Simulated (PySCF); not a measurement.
C2H9FGeSi.
Structure used (PBE0-D3(BJ)/def2-SVP), in Å, numbered top down from 1:
```
atom  x, y, z in Å
C1    -1.7675    0.8015    0.3760
Si2   -1.0863   -0.9174    0.0398
C3     0.6399   -0.7917   -0.7486
F4     1.0768   -2.0745   -1.0876
Ge5    2.0321    0.0104    0.4003
H6    -2.7808    0.7370    0.8012
H7    -1.8287    1.3914   -0.5518
H8    -1.1356    1.3506    1.0907
H9    -1.9764   -1.6696   -0.8971
H10   -0.9674   -1.6984    1.3092
H11    0.5788   -0.1934   -1.6771
H12    2.1649   -0.8267    1.6835
H13    3.3708    0.0118   -0.3579
H14    1.6419    1.4562    0.7664
```

Level of theory: PBE0-D3(BJ)/def2-SVP geometry optimisation, gas phase in PySCF 2.14.0.

Masses are those of the commonest isotopes; rigid-rotor values at the optimised geometry. The values belong to one conformer with, in the numbering `[CH3:1][SiH2:2][C@H:3]([F:4])[GeH3:5]`, C1–Si2–C3–F4 -175°.

(1) What are A, B and C (cm⁻¹)?

(2) Classify the top.

(3) Is it planar, by Δ = Ic − Ia − Ib?

(4) Give the other two planar moments, Paa and Pbb, and the rms extents of the mass along the axes.

(5) Where do the levels up to J = 3 lie, in MHz?

(6) Which lines would a microwave search look for?

(7) Estimate the classical rotational partition function at 25 K, 298.15 K and 500 K.

Results:

(1) Ia = 158.02, Ib = 356.58, Ic = 479.67 u·Å²; 505379 MHz·u·Å²/I gives 3198, 1417 and 1054 MHz, that is A = 0.10668, B = 0.04728, C = 0.03514 cm⁻¹.

(2) An asymmetric top: κ = (2 × 1417 − 3198 − 1054)/(3198 − 1054) = -0.66.

(3) Not planar: Δ = Ic − Ia − Ib = -34.93 u·Å². For a rigid frame Δ = −2 Σ m c², so Σ m c² = 17.46 u·Å² lies off the ab plane: 10.80 from hydrogen and 6.66 from heavier atoms. The atom farthest from that plane is 1.79 Å away.

(4) Paa = Σ m a² = (Ib + Ic − Ia)/2 = 339.11 and Pbb = Σ m b² = (Ia + Ic − Ib)/2 = 140.56 u·Å². With the mass M = 153.97 u, the rms extents √(P/M) along a, b and c are 1.48, 0.96, 0.34 Å.

(5) Above 0(0,0):
J = 1: 1(0,1) 2471, 1(1,1) 4252, 1(1,0) 4616
J = 2: 2(0,2) 7362, 2(1,2) 8830, 2(1,1) 9921, 2(2,1) 15264, 2(2,0) 15314
J = 3: 3(0,3) 14580, 3(1,3) 15668, 3(1,2) 17845, 3(2,2) 22676, 3(2,1) 22922, 3(3,1) 32520, 3(3,0) 32524
Those of J = 1 are B + C, A + C and A + B.

(6) The dipole components are |μa| = 0.61 D, |μb| = 1.84 D, |μc| = 0.87 D. Intensities carry the squares of the components, which stand as 0.11 : 1.00 : 0.22 (a : b : c). Some of the stronger lines:

```
type  branch         J(Ka,Kc)   MHz  lower level (cm⁻¹)
   a       Q  1(1,0) ← 1(1,1)   364               0.142
   a       Q  2(1,1) ← 2(1,2)  1091               0.295
   c       Q  1(1,1) ← 1(0,1)  1781               0.082
   b       Q  1(1,0) ← 1(0,1)  2145               0.082
   a       R  1(0,1) ← 0(0,0)  2471               0.000
   b       Q  2(1,1) ← 2(0,2)  2559               0.246
   b       R  2(0,2) ← 1(1,1)  3111               0.142
   b       R  1(1,1) ← 0(0,0)  4252               0.000
   c       R  1(1,0) ← 0(0,0)  4616               0.000
   a       R  2(0,2) ← 1(0,1)  4892               0.082
   a       R  2(1,1) ← 1(1,0)  5306               0.154
   b       R  2(1,2) ← 1(0,1)  6359               0.082
   c       R  2(1,1) ← 1(0,1)  7450               0.082
```

(7) Point group C1, symmetry number σ = 1; q = (√π/σ)·√((kT/h)³/(ABC)), k/h = 20836.6 MHz/K: 9640 at 25 K, 397000 at 298.15 K, 862000 at 500 K.

No PBE0-D3(BJ)/def2-SVP frequencies stand behind this structure, so it isn't proved a minimum. These are rigid-rotor constants of the computed structure; measured ground-state constants (B0) also hold zero-point vibration. A rigid rotor knows nothing of internal rotation, which can split or shift real lines.
